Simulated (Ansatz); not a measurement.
The cluster Mg2Al2. Total charge 0; quintet. Geometry PBE0-D4/def2-TZVP; atoms count from 1.

```xyz
4

Al   -0.165   -1.463   -1.180
Al   -0.673    1.010   -1.432
Mg    0.709   -1.182    1.448
Mg    0.129    1.636    1.163
```

At PBE0-D4/def2-TZVP a broken-symmetry singlet of charge 0 lies 0.87 eV below the quintet, each at its own geometry. The structure comes from a short search, and lower isomers may exist.

Question: Estimate the Mulliken populations from the PBE0/def2-TZVP orbitals of Ansatz.

Answer: 
```json
{"atom": "Al1", "charge (e)": "-0.11", "spin (α − β)": "1.28"}
{"atom": "Al2", "charge (e)": "-0.11", "spin (α − β)": "1.28"}
{"atom": "Mg3", "charge (e)": "0.11", "spin (α − β)": "0.72"}
{"atom": "Mg4", "charge (e)": "0.11", "spin (α − β)": "0.72"}
```
Mulliken values and Mayer orders depend strongly on the basis.

Question: Where does the spin sit?

Answer: Summed by element: Al 2.56, Mg 1.44, of 4 unpaired in all. Largest on single atoms: Al1 1.28, Al2 1.28, Mg3 0.72.

Question: And the Mayer bond orders between bonded heavy atoms (over 0.3)?

Answer: Al1–Al2 1.13 (2.54 Å); Al1–Mg3 0.67 (2.78 Å); Al2–Mg4 0.67 (2.79 Å); Mg3–Mg4 0.67 (2.89 Å). Values over 0.3 also appear between atoms too far apart for a bond (Al1–Mg4 0.35 at 3.90 Å; Al2–Mg3 0.35 at 3.87 Å); they arise where an orbital or an unpaired electron spreads over both atoms.
